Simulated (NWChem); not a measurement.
# Correlation energy of C₂H₅S

SMILES: C[CH]S
```xyz
8

C     -1.6864     0.1477     0.0861
C     -0.3891    -0.5151     0.3730
S      1.1339     0.0870    -0.1977
H     -1.9934     0.0428    -0.9740
H     -2.4890    -0.2847     0.7026
H     -1.6497     1.2305     0.2990
H     -0.3504    -1.5708     0.6546
H      0.7924     1.3940    -0.2734
```
Charge 0, spin multiplicity 2.

All runs are NWChem calculations. All single points use one geometry, from UPBE0/def2-SVP, a minimum by its harmonic frequencies. It is one conformer; others weren't searched.

Basis set: 3-21G. Each correlation energy counts from its own Hartree-Fock reference.

The correlated methods keep 7 core orbitals frozen. The structure started from a generated list of species. No SCF solution was tested for a lower state. Open-shell Hartree-Fock references start from PBE0 orbitals. Coupled-cluster values serve here as a point of comparison, not as the truth.

Task: For the correlation energy, UMP2 gives -221.9 mHa and SCS-UMP2 gives -226.8 mHa. What do CCSD on UHF, CCSD[T] on UHF, CCSD(T) on UHF give?

Result: CCSD on UHF: -259.6 mHa; CCSD[T] on UHF: -265.7 mHa; CCSD(T) on UHF: -265.2 mHa.
